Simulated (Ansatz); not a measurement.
Cd4H14Se4⁻. Charge -1, multiplicity 2. Geometry PBE-D4/def2-SVP, loosely relaxed, that of the neutral singlet; atoms count from 1.

| atom | x (Å) | y (Å) | z (Å) |
| --- | --- | --- | --- |
| Cd1 | -3.047 | -0.678 | 0.206 |
| Se2 | -0.932 | -0.397 | -2.192 |
| Cd3 | 0.902 | 1.792 | 3.267 |
| Se4 | -1.050 | 1.481 | 0.608 |
| Se5 | 2.075 | 2.378 | -0.301 |
| Cd6 | 2.086 | -0.378 | -1.398 |
| Cd7 | -0.597 | -0.843 | 2.097 |
| Se8 | 1.704 | -1.684 | 0.819 |
| H9 | -4.510 | -0.130 | -0.425 |
| H10 | -0.746 | -3.681 | -2.136 |
| H11 | -1.247 | 0.941 | -2.752 |
| H12 | -0.856 | -1.010 | -3.553 |
| H13 | -0.165 | 2.761 | 4.154 |
| H14 | 2.167 | 0.937 | 2.488 |
| H15 | -2.042 | 2.197 | 1.448 |
| H16 | 1.413 | 2.909 | -1.527 |
| H17 | 3.414 | 2.640 | -0.921 |
| H18 | 2.820 | -0.260 | -2.926 |
| H19 | -1.937 | -1.845 | 1.007 |
| H20 | -0.556 | -0.770 | 3.815 |
| H21 | -0.046 | -3.482 | -1.886 |
| H22 | 1.154 | -2.878 | 0.108 |

In the def2 sets Cd takes a core potential; there is no spin–orbit coupling. Single mean-field runs in def2-TZVP are fitted with def2-universal-jkfit. The highest occupied level of the charge -1 doublet lies above zero (up to 1.13 eV). Energy differences put its binding near zero (0.07 eV; vertical, against the charge 0 singlet, at PBE0-D4/def2-TZVP), which leaves it undecided. The geometry of the charge -1 doublet is only loosely relaxed. In the doublet geometry the species has come apart into loosely held pieces.

Question: Estimate the Mulliken populations from the PBE0/def2-TZVP orbitals of Ansatz.

Answer: 
```csv
atom,charge (e),spin (α − β),d electrons
Cd1,0.28,0.08,9.96
Se2,-0.32,0.10,–
Cd3,0.22,0.04,9.94
Se4,-0.60,-0.01,–
Se5,-0.29,0.07,–
Cd6,0.37,0.15,9.98
Cd7,0.34,0.15,9.98
Se8,-0.47,-0.01,–
H9,-0.18,0.06,–
H10,0.00,0.01,–
H11,0.13,0.03,–
H12,0.03,0.14,–
H13,-0.19,0.01,–
H14,-0.19,0.00,–
H15,0.10,0.04,–
H16,0.12,0.04,–
H17,0.09,0.06,–
H18,-0.18,0.02,–
H19,-0.17,-0.01,–
H20,-0.19,0.01,–
H21,-0.02,0.01,–
H22,0.11,0.00,–
```
Mulliken values depend strongly on the basis.

Question: Where does the spin sit?

Answer: Summed by element: Cd 0.43, Se 0.16, H 0.42, of 1 unpaired in all. Largest on single atoms: Cd6 0.15, Cd7 0.15, H12 0.14.

Question: And the Mayer bond orders between heavy atoms (over 0.3)?

Answer: Se4–Cd7 0.39 (2.80 Å); Se5–Cd6 0.30 (2.97 Å); Cd6–Se8 0.62 (2.60 Å); Cd7–Se8 0.42 (2.76 Å).
